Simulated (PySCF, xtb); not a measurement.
Zn(SeH)(SiH3) (H4SeSiZn), SMILES [Zn]([SiH3])[SeH].

xtb 6.7.1 with GFN2-xTB at its own geometry gives an orbital gap of 3.27 eV and a dipole moment of 5.44 D.

Geometry optimised at B3LYP-D3(BJ)/def2-SVP. Other conformers were not sampled.

Question: What does PySCF with CAM-B3LYP/def2-TZVPD give? (Estimate from the structure and the level; the computed values follow.)

Answer: gap 7.71 eV (levels -8.17 and -0.46 eV), dipole 1.18 D.
